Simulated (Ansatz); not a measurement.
Total energies of (KI)2 ring (K₂I₂) from Ansatz at PBE0-D4/def2-TZVP, gas phase (1 Eh = 27.2114 eV = 2625.5 kJ/mol). The reference geometry is relaxed at PBE0-D4/def2-SVP.

```tsv
state	geometry	energy (Eh)
charge 0 singlet	reference	-1795.18023
charge 1 doublet	reference	-1794.89301
charge 1 doublet	relaxed at PBE0-D4/def2-SVP	-1794.92987
free K atom (doublet)	–	-599.73886
free I atom (doublet)	–	-297.69312
```

In the def2 sets I takes a core potential; there is no spin–orbit coupling.

Task: Work out the vertical ionisation energy to the doublet.

Result: E(charge 1 doublet) − E(charge 0 singlet) = -1794.89301 − (-1795.18023) = 0.28722 Eh = 7.82 eV. For comparison, −ε of the highest occupied level is 6.15 eV at this level, 1.67 eV less.

Task: How much does the charge 1 doublet relax, and what is the adiabatic ionisation energy?

Result: Relaxation: -1794.89301 − (-1794.92987) = 0.03686 Eh = 1.00 eV. Adiabatic ionisation energy: 0.25036 Eh = 6.81 eV, without zero-point energy. Bonds change on the way (0 lost, 1 formed), so the relaxed form is another species. 

Task: What is the binding energy per atom against free atoms?

Result: Atoms: 2 × (-599.73886) + 2 × (-297.69312) = -1794.86396 Eh. Binding: -1794.86396 − (-1795.18023) = 0.31627 Eh = 8.61 eV, or 2.15 eV for each of 4 atoms (no zero-point energy, no counterpoise term).
